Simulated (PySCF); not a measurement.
C2H7FGe. Atoms are numbered in the order given.

```xyz
11

Ge     0.5399     0.3965    -0.1736
F      1.1985    -0.8565     0.8710
C     -1.2343    -0.2324    -0.7104
C     -2.1337    -0.5518     0.4878
H      0.4850     1.6723     0.6938
H      1.5297     0.5389    -1.3484
H     -1.6826     0.5425    -1.3562
H     -1.0859    -1.1224    -1.3441
H     -1.6729    -1.3147     1.1342
H     -2.3126     0.3415     1.1083
H     -3.1160    -0.9324     0.1642
```

The structure is a stationary point at B3LYP-D3(BJ)/def2-SVP. One conformer was computed; it need not be the lowest.

Level of theory: PBE/pcSseg-1 in PySCF.

GIAO shieldings, no solvent; atoms listed in one row are averaged. δ = σ(ref) − σ: ⁷³Ge against GeH4 (σ = 1614.4 ppm); ¹⁹F against CFCl3 (σ = 133.6 ppm); ¹³C against TMS (σ = 182.0 ppm); ¹H against TMS (σ = 31.49 ppm), references at their B3LYP-D3(BJ)/def2-TZVP geometries, non-relativistic.

Computed chemical shifts:
```json
[
 {"nucleus": "⁷³Ge", "atoms": "Ge1", "count": "1", "δ (ppm)": "400.1"},
 {"nucleus": "¹⁹F", "atoms": "F2", "count": "1", "δ (ppm)": "-279.6"},
 {"nucleus": "¹³C", "atoms": "C3", "count": "1", "δ (ppm)": "18.8"},
 {"nucleus": "¹³C", "atoms": "C4", "count": "1", "δ (ppm)": "12.3"},
 {"nucleus": "¹H", "atoms": "H6", "count": "1", "δ (ppm)": "6.05"},
 {"nucleus": "¹H", "atoms": "H5", "count": "1", "δ (ppm)": "5.87"},
 {"nucleus": "¹H", "atoms": "H8", "count": "1", "δ (ppm)": "1.76"},
 {"nucleus": "¹H", "atoms": "H9, H10, H11", "count": "3", "δ (ppm)": "1.63"},
 {"nucleus": "¹H", "atoms": "H7", "count": "1", "δ (ppm)": "1.09"}
]
```
